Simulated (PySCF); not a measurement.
Molfile (atoms numbered from 1):
```
C9H12Si
     RDKit          3D

 22 24  0  0  0  0  0  0  0  0999 V2000
    2.8350   -0.0846   -0.2767 Si  0  0  0  0  0  4  0  0  0  0  0  0
    1.4439   -0.9741    0.6694 C   0  0  0  0  0  0  0  0  0  0  0  0
    0.0928   -0.3070    0.5086 C   0  0  2  0  0  0  0  0  0  0  0  0
   -0.0255    1.1332    0.9551 C   0  0  0  0  0  0  0  0  0  0  0  0
   -0.8447    1.8197    0.1555 C   0  0  0  0  0  0  0  0  0  0  0  0
   -1.2879    0.9911   -0.9615 C   0  0  2  0  0  0  0  0  0  0  0  0
   -2.0009   -0.3659   -0.6622 C   0  0  2  0  0  0  0  0  0  0  0  0
   -2.2034   -0.7736    0.7249 C   0  0  0  0  0  0  0  0  0  0  0  0
   -1.0414   -0.8083    1.3805 C   0  0  0  0  0  0  0  0  0  0  0  0
   -0.5214   -0.2956   -0.8958 C   0  0  2  0  0  0  0  0  0  0  0  0
    4.0763   -0.8369   -0.0739 H   0  0  0  0  0  0  0  0  0  0  0  0
    2.5325   -0.0370   -1.7082 H   0  0  0  0  0  0  0  0  0  0  0  0
    2.9926    1.2778    0.2328 H   0  0  0  0  0  0  0  0  0  0  0  0
    1.6940   -1.0077    1.7325 H   0  0  0  0  0  0  0  0  0  0  0  0
    1.3623   -2.0119    0.3371 H   0  0  0  0  0  0  0  0  0  0  0  0
    0.4122    1.4774    1.8758 H   0  0  0  0  0  0  0  0  0  0  0  0
   -1.1683    2.8369    0.2926 H   0  0  0  0  0  0  0  0  0  0  0  0
   -1.5707    1.4561   -1.8948 H   0  0  0  0  0  0  0  0  0  0  0  0
   -2.6968   -0.6902   -1.4223 H   0  0  0  0  0  0  0  0  0  0  0  0
   -3.1741   -0.9965    1.1323 H   0  0  0  0  0  0  0  0  0  0  0  0
   -0.8985   -1.0336    2.4230 H   0  0  0  0  0  0  0  0  0  0  0  0
   -0.0187   -0.7500   -1.7338 H   0  0  0  0  0  0  0  0  0  0  0  0
  1  2  1  0
  3  2  1  6
  3  4  1  0
  4  5  2  0
  5  6  1  0
  6  7  1  0
  7  8  1  0
  8  9  2  0
  7 10  1  0
  9  3  1  0
 10  3  1  0
 10  6  1  0
  1 11  1  0
  1 12  1  0
  1 13  1  0
  2 14  1  0
  2 15  1  0
  4 16  1  0
  5 17  1  0
  6 18  1  6
  7 19  1  6
  8 20  1  0
  9 21  1  0
 10 22  1  6
M  END
```

PySCF calculation with GIAO PBE0/pcSseg-1 shieldings and coordinates at the GFN2-xTB level; rapidly exchanging positions averaged, no solvent model, one computed conformer, relativity neglected.

Chemical shifts δ = σref − σ; 13C (σref 186.93), 1H (σref 31.72), 29Si (σref 349.16) vs TMS, all at this level.

```csv
atoms,nucleus,count,δ (ppm)
H17/H20,1H,2,5.07
C6/C7,13C,2,47.5
H16/H21,1H,2,?
C5/C8,13C,2,?
H18/H19,1H,2,3.18
C3,13C,1,?
C10,13C,1,55.3
H22,1H,1,2.69
H11/H12/H13,1H,3,?
H14/H15,1H,2,1.05
C4/C9,13C,2,142.3
Si1,29Si,1,-79.6
C2,13C,1,15.9
```

Fill in the missing shifts.

Results:


- C5/C8: 125.0 ppm, alkene CH; an sp2 carbon of a C=C bond
- C3: 63.5 ppm, allylic quaternary sp3 carbon
- H16/H21: 5.87 ppm, hydrogen on an alkene CH; a vinylic proton, deshielded by the sp2 carbon and the C=C anisotropy
- H11/H12/H13: 3.73 ppm, hydrogen on a silicon bonded to C

Shifts are as computed. Against solution values, carbons near 30 ppm lie about +3 ppm off and those near 130 ppm about +5 ppm. Of 1211 compounds with measured shifts, 218 miss one by over three times the rms of a fit or turn the order of signals round; such compounds aren't used in these exercises.
